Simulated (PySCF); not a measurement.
Molecule: 3-methylselanylprop-1-ene, C4H8Se, net charge 0, singlet state. 
Structure (B3LYP-D3(BJ)/def2-TZVP (Ansatz) minimum search):
SMILES: C(C=C)[Se]C
```xyz
13

C     -2.8768     0.6318    -0.8344
C     -1.6725     1.1013    -0.5297
C     -0.3953     0.4743    -0.9589
Se     0.4926    -0.3603     0.6125
C      2.2816    -0.5171    -0.1800
H     -3.0002    -0.2575    -1.4420
H     -3.7788     1.1189    -0.4882
H     -1.5818     1.9854     0.0939
H     -0.5543    -0.2937    -1.7135
H      0.3074     1.2174    -1.3364
H      2.9193    -0.9756     0.5730
H      2.2493    -1.1522    -1.0624
H      2.6686     0.4678    -0.4325
```
Charge 0, spin multiplicity 1.

Dispersion corrections to the total energy (kcal/mol) from the dftd3 and dftd4 libraries through PySCF: D3(BJ) without and D4 with the three-body term, each with the damping fitted for the functional named.

```
functional  D3(BJ)     D4
----------  ------  -----
PBE0             …  -5.32
BHLYP        -9.24  -7.57
TPSSh        -7.79  -7.73
PBE          -6.67      …
revPBE      -16.81      …
B2PLYP       -5.50  -4.41
CAM-B3LYP    -5.34  -5.38
```

Some entries are withheld; supply them.


- PBE0, D3(BJ): -5.82
- PBE, D4: -6.30
- revPBE, D4: -19.93
